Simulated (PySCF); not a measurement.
In(H)(Br)(OH) (BrH2InO), SMILES [OH][InH][Br]. Coordinates come from a B3LYP-D3(BJ)/def2-SVP optimisation. The def2 effective core potentials stand for the cores of In; spin–orbit coupling is left out. One conformer was computed; it need not be the lowest.

Computed equilibrium geometry at B3LYP-D3(BJ)/def2-SVP (PySCF confirms it by a frequency run) as a Z-matrix, and its point group (one conformer of several):
point group Cs.
```
In
O 1 2.0012
H 2 0.9681 1 112.45
H 1 1.7166 2 128.12 3 0.00
Br 1 2.4968 4 122.38 2 180.00
```
Charge 0, spin multiplicity 1.
